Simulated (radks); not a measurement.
These are the eigenvalues of the occupied orbitals of an atom or ion with whole-number occupations (eV). Calculated with a radial shooting solver on a logarithmic mesh with Libxc functionals: Dirac Kohn-Sham, PBE, spin-unpolarised, spherical densities, finite nucleus; Fermi nuclear charge, rms radius of each element as measured or else 0.836 A^(1/3) + 0.57 fm.

| orbital | eigenvalue |
|---|---|
| 1s1/2 | -57133.58 |
| 2s1/2 | -14115.85 |

Which element is it, and in what charge state? The configuration may be excited. Open shells, if any, fill j = l - 1/2 first.

Answer. Z = 64, gadolinium, charge +61: Gd61+ in [He] 2s1. The 1s level, -2099.6 hartree, gives Z - s = 64.8 by -(Z - s)^2/2, which with screening and relativity narrows Z to a few neighbours, and the depths must fix Z and the occupations together.
